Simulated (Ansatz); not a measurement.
Wavefunction ladder for Cl₂GeH₄Si (`Cl[SiH](Cl)[GeH3]`)

```xyz
8

Cl    0.146    1.865    1.839
Si   -0.559    0.978    0.128
Cl   -0.093    2.160   -1.483
Ge    0.468   -1.147   -0.136
H    -2.035    0.943    0.231
H    -0.045   -1.810   -1.422
H     1.988   -0.953   -0.225
H     0.130   -2.037    1.069
```

The species carries charge 0 and has multiplicity 1. Correlated methods include outer-core shells of Ge, which these sets cover unevenly. Scalar relativity is left out up to krypton. All single points use the PBE0-D4/def2-TZVP geometry. Frozen core, restricted reference, the Gaussian-basis code of Ansatz.

```csv
basis,HF (Eh),MP2 corr.,CCSD corr.,(T),CCSD(T) total
def2-SVP,-3285.08127,-0.59422,-0.63964,-0.01596,-3285.73687
def2-TZVPP,-3285.76970,-0.76010,-0.81441,-0.03260,-3286.61671
def2-QZVPP,-3285.84648,-1.07376,–,–,–
```
